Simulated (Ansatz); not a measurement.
A run for Ansatz (a program for electronic structure): R-r2SCAN/def2-TZVPPD on C3H7N (a complex), monomers drawn apart or pushed together. Files ending in .json are basis or fitting sets from the Basis Set Exchange.

Ansatz 0.2 input:
```yaml
crystal:
  periodic: [false, false, false]
  atoms:
    - {symbol: C, position_ang: [-0.65061802, 0.13229705, 0.32227154]}
    - {symbol: N, position_ang: [0.47092817, 0.11114744, 0.08739268]}
    - {symbol: H, position_ang: [-1.69294343, 0.15183990, 0.54699430]}
    - {symbol: C, position_ang: [-0.59832801, -0.09314289, 6.61069725]}
    - {symbol: C, position_ang: [0.92575996, -0.12660885, 6.67088178]}
    - {symbol: H, position_ang: [-0.99093433, -0.94911750, 6.05668845]}
    - {symbol: H, position_ang: [-0.95465948, 0.81637054, 6.12122266]}
    - {symbol: H, position_ang: [-1.04005654, -0.12050248, 7.60883524]}
    - {symbol: H, position_ang: [1.28047478, -1.03357248, 7.16425156]}
    - {symbol: H, position_ang: [1.31670498, 0.72679871, 7.22828177]}
    - {symbol: H, position_ang: [1.36168423, -0.09929991, 5.67140001]}
basis:
  gaussian:
    orbitals: def2-TZVPPD.json
hamiltonian:
  xc: {name: r2SCAN}
scf: {lower_state_search: off}
```

The head of its log:

```
WARN ansatz: RAYON_NUM_THREADS=1 ignored (pool sized by the plan → 1); use --threads N
Functional definition: r2SCAN
these checks for a lower state are left out or cut short: stability, starts, cluster_reference, orbital_swaps, neighbouring_geometries, increment
integrals: 0.13 GiB planned
1114 factors; their error is unknown
mean field: 1.12 GiB planned
mean field evaluation 1: about -4700.3173 eV, gradient 7.6e1 eV
mean field evaluation 2: about -4682.7025 eV, gradient 1.1e2 eV
```

Task: Predict the final total energy.

Result: -173.2051 hartree.
